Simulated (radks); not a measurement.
Results of a calculation; reference values are marked as such.
Problem. Radial electron density D(r) = 4 pi r^2 rho(r) of an atom or ion with 10 electrons. Level of theory: non-relativistic Kohn-Sham, AM05, spin-polarised, spherical densities, point nucleus (a radial shooting solver on a logarithmic mesh with Libxc functionals).

r (bohr)  D(r) (e/bohr)  spin D(r)
0.01419           2.420     0.0221
0.0179            3.497     0.0318
0.02275           4.985     0.0450
0.02869           6.802     0.0606
0.03648           8.999     0.0783
0.046             11.22     0.0939
0.05848           13.21      0.103
0.07375           14.33     0.0983
0.09375           14.19     0.0745
0.1192            12.69     0.0356
0.1503            10.56    0.00318
0.1911            8.881     0.0116
0.241             8.793     0.0937
0.3063            10.28      0.251
0.3863            11.95      0.408
0.4911            12.11      0.473
0.6193            10.03      0.395
0.7873            6.440      0.237
1.001             3.101      0.127
1.262             1.165      0.118
1.605            0.3849      0.151
2.024            0.1777      0.144
2.572           0.08845     0.0860
3.244           0.03081     0.0307
4.124          0.005524    0.00552
5.201         0.0004902   0.000490

What is the nuclear charge?

Solution. Z = 13. The innermost maximum, from 1s, lies near 1/Z = 0.0769 bohr (found: 0.0812), and its height grows with Z. The density is that of the aluminium ion Al3+ in [He] 2s1.75 2p6 3s0.25; the configuration itself is not fixed sharply by these data, and Z only to about a unit. D(r) has 2 maxima, at r = 0.0812, 0.446 bohr, and minima at 0.217 bohr, inside which lie 2.21 electrons.
